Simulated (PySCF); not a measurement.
The same gas-phase reaction for F, Cl, Br, I:
- SnF4 + 2 HF → SnH2 + 3 F2
- SnCl4 + 2 HCl → SnH2 + 3 Cl2
- SnBr4 + 2 HBr → SnH2 + 3 Br2
- SnI4 + 2 HI → SnH2 + 3 I2

Method: PySCF energies plus ideal-gas RRHO corrections (1 bar). † marks an energy on the PBE0/def2-TZVP geometry and frequencies; other levels use their own. All species are closed-shell singlets. I, Sn: scalar-relativistic def2 core potential, no spin-orbit coupling. Br: all electrons, no relativistic terms. SnH2: computed as isolated molecules; such fragments, hydroxides, amides, oligomers or adducts are transient or little studied in the gas.

ΔH°(298 K) in kJ, by level:

```
level                        F     Cl     Br      I
------------------  ----------  -----  -----  -----
ωB97M-V/def2-TZVP†  (withheld)  905.0  729.0  496.3
HF/def2-TZVP†       (withheld)  951.3  753.8  490.5
PBE0/def2-SVP†      (withheld)  940.1  735.6  516.0
LDA/def2-TZVP†      (withheld)  882.5  728.5  513.7
PBE/def2-TZVP†          1724.2  848.5  679.6  462.3
PBE/def2-SVP        (withheld)  888.4  692.7  487.5
```

Question: What belongs in the gaps?

Answer: 
- ωB97M-V/def2-TZVP†, F: 1815.8
- HF/def2-TZVP†, F: 1941.9
- PBE0/def2-SVP†, F: 1698.6
- LDA/def2-TZVP†, F: 1792.6
- PBE/def2-SVP, F: 1618.0
